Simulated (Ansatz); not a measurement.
Gas-phase electronic energies from Ansatz, PBE0-D4/def2-TZVP geometries. CBS: MP2 limit from def2 TZ/QZ plus the TZ coupled-cluster correction, frozen cores. DFT in def2-TZVPP. For As outer-core shells are correlated without core-valence functions, which leaves a few kJ/mol of doubt a bond. Scalar relativity is left out up to krypton. Each species was taken in one conformer, which may not be the lowest.

`B[SiH]([SiH3])Cl` + `N[AsH2]` → `N[AsH][SiH3]` + `B[SiH2]Cl`  (cleavage of the Si–Si bond)

```json
{"level": "BLYP-D4", "ΔE (kJ/mol)": "-14.1"}
{"level": "B2PLYP", "ΔE (kJ/mol)": "-18.9"}
{"level": "PBE-QIDH", "ΔE (kJ/mol)": "-17.1"}
{"level": "SCS-MP2/def2-QZVPP", "ΔE (kJ/mol)": "-22.7"}
```

Problem. What does CCSD(T)/CBS give? (Best estimate.)

Solution. Ansatz gave: -18.4 kJ/mol. The listed levels differ from it by 4.3, -0.5, 1.3, -4.3 kJ/mol.

Problem. What do rigid-rotor, harmonic-oscillator terms from PBE0-D4/def2-TZVP frequencies (298.15 K, 1 bar) make of the CCSD(T)/CBS value? (Best estimate.)

Solution. Ansatz gave: ΔZPE = +0.5 kJ/mol, ΔH = -18.7 kJ/mol, ΔS = -2 J/(mol·K), ΔG = -18.0 kJ/mol.

Largest T1 diagnostic among the species: 0.012.

At CCSD(T), def2-SVP lies +4.0 kJ/mol from the extrapolated value and def2-TZVPP +1.2 kJ/mol. From PBE to PBE0 (25 % exact exchange), in def2-TZVPP and without D4, ΔE moves by −3.0 kJ/mol. Leaving LDA and LC-ωPBE aside and taking each functional with its dispersion term where it has one, the values, not all of them listed here, spread over 11.1 kJ/mol, from ωB97M-V to B97M-V.
